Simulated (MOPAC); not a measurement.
A run for MOPAC: PM7 on TiGa, 2S+1 = 6, a spin state set in the input, which need not be the lowest, a point of a bond scan (R = 2.365 Å).

```
PM7 1SCF PRECISE CHARGE=0 UHF MS=2.5 THREADS=1
GaTi

Ti     0.00000000 1     0.00000000 1     0.00000000 1
Ga     0.00000000 1     0.00000000 1     2.36540700 1
```

The log:

```
*******************************************************************************
 **                                                                           **
 **                              MOPAC v23.2.5                                **
 **                                                                           **
 *******************************************************************************
 ** MOPAC's Digital Object Identifier: https://doi.org/10.5281/zenodo.6511958 **
 **                                                                           **
 ** Please cite the open-source release paper for use of this MOPAC version:  **
 ** J. E. Moussa and J. J. P. Stewart (2026)                                  **
 ** MOPAC: An open-source semiempirical molecular orbital program             **
 ** J. Open Source Softw., 11(119), 8025, https://doi.org/10.21105/joss.08025 **
 *******************************************************************************

                              PM7 CALCULATION RESULTS

 *******************************************************************************
 *  PM7        - The PM7 Hamiltonian to be used
 *  UHF        - UNRESTRICTED HARTREE-FOCK CALCULATION
 *
 *
 *
 *                 CHARGE ON SYSTEM = 0
 *
 *
 *
 *  MS=        - IN MECI, MAGNETIC COMPONENT OF SPIN =  2.5
 *  PRECISE    - TIGHTER CRITERIA TO BE USED
 *  1SCF       - DO 1 SCF AND THEN STOP
 *  THREADS=1  - MULTI-THREADING NOT USED
 *  T=         - A TIME OF 172800.0 SECONDS REQUESTED
 *  DUMP=N     - RESTART FILE WRITTEN EVERY 7200.0 SECONDS REQUESTED
 *******************************************************************************
PM7 1SCF PRECISE CHARGE=0 UHF MS=2.5 THREADS=1
 GaTi

   ATOM   CHEMICAL          X               Y               Z
  NUMBER   SYMBOL      (ANGSTROMS)     (ANGSTROMS)     (ANGSTROMS)

     1      Ti          0.00000000  *   0.00000000  *   0.00000000  *
     2      Ga          0.00000000  *   0.00000000  *   2.36540700  *



          CARTESIAN COORDINATES

    NO.       ATOM           X           Y           Z

     1        Ti          0.0000      0.0000      0.0000
     2        Ga          0.0000      0.0000      2.3654

 General Reference for PM7:
 "Optimization of Parameters for Semiempirical Methods VI: More Modifications to the
 NDDO Approximations and Re-optimization of Parameters", J. J. P. Stewart, J. Mol. Mod., 1:32, 19 (2013)
 https://link.springer.com/article/10.1007/s00894-012-1667-x

           Empirical Formula: Ti Ga  =     2 atoms



      MOLECULAR POINT GROUP   :   C*v


          UHF CALCULATION, NO. OF ALPHA ELECTRONS =    6
                           NO. OF BETA  ELECTRONS =    1

 -------------------------------------------------------------------------------
 PM7 1SCF PRECISE CHARGE=0 UHF MS=2.5 THREADS=1
 GaTi



     1SCF WAS SPECIFIED, SO BFGS WAS NOT USED
     SCF FIELD WAS ACHIEVED


                              PM7 CALCULATION
                                                       MOPAC v23.2.5 Linux




          FINAL HEAT OF FORMATION =         87.64677 KCAL/MOL =     366.71407 KJ/MOL


          COSMO AREA              =        109.83 SQUARE ANGSTROMS
          COSMO VOLUME            =        102.12 CUBIC ANGSTROMS

          IONIZATION POTENTIAL    =          8.062636 EV
          ALPHA SOMO LUMO (EV)    =         -8.063 -2.722
          BETA  SOMO LUMO (EV)    =        -18.292 -1.765
          NO. OF ALPHA ELECTRONS  =          6
          NO. OF BETA  ELECTRONS  =          1
          MOLECULAR WEIGHT        =        117.6350         POINT GROUP:  C*v

          MOLECULAR DIMENSIONS (Angstroms)

            Atom       Atom       Distance
           Ga     2   Ti     1     2.36541
           Ga     2   Ti     1     0.00000
           Ti     1   Ga     2     0.00000


          SCF CALCULATIONS        =          1





   ATOM   CHEMICAL          X               Y               Z
  NUMBER   SYMBOL      (ANGSTROMS)     (ANGSTROMS)     (ANGSTROMS)

     1      Ti          0.00000000  *   0.00000000  *   0.00000000  *
     2      Ga          0.00000000  *   0.00000000  *   2.36540700  *

                             CARTESIAN COORDINATES

   1   Ti        0.000000000     0.000000000     0.000000000
   2   Ga        0.000000000     0.000000000     2.365407000


           Empirical Formula: Ti Ga  =     2 atoms



      MOLECULAR POINT GROUP   :   C*v


          ALPHA EIGENVALUES
 -19.30485  -9.43397  -9.43397  -8.60355  -8.60355  -8.06264  -2.72197  -0.40831
  -0.40831   0.60579  13.27591  13.59387  13.59387


           BETA EIGENVALUES
 -18.29160  -1.76521  -0.96406  -0.96406  -0.60931  -0.60931  -0.59693  -0.16336
  -0.16336   1.77551  13.54462  14.08302  14.08302


              NET ATOMIC CHARGES AND DIPOLE CONTRIBUTIONS

  ATOM NO.   TYPE          CHARGE      No. of ELECS.   s-Pop       p-Pop       d-Pop
    1         Ti          -0.936354        4.9364     0.76467     0.03544     4.13625
    2         Ga           0.936354        2.0636     1.66830     0.39535
 DIPOLE           X         Y         Z       TOTAL
 POINT-CHG.     0.000     0.000    10.638    10.638
 HYBRID         0.000     0.000    -2.911     2.911
 SUM            0.000     0.000     7.728     7.728


          ATOMIC ORBITAL ELECTRON POPULATIONS

     Atom    s        px        py        pz      x^2-y^2     xz        z^2       yz        xy
    1 Ti   0.76467   0.00128   0.00128   0.03288   1.00000   0.99742   0.14141   0.99742   1.00000
    2 Ga   1.66830   0.00130   0.00130   0.39274


                    (SZ)    =    2.500000
                    (S**2)  =    8.759605


          ATOMIC ORBITAL SPIN POPULATIONS

    Atom   Total    s     px     py     pz   x^2-y^2  xz     z^2    yz     xy
         Atomic
    1 Ti  4.5833  0.591  0.001  0.001 -0.002  1.000  0.997 -0.003  0.997  1.000
    2 Ga  0.4167  0.021  0.001  0.001  0.393

 **********************
 *                    *
 * JOB ENDED NORMALLY *
 *                    *
 **********************




 == MOPAC DONE ==
```

The run finished.

Cost: roughly 0.04 core-seconds.
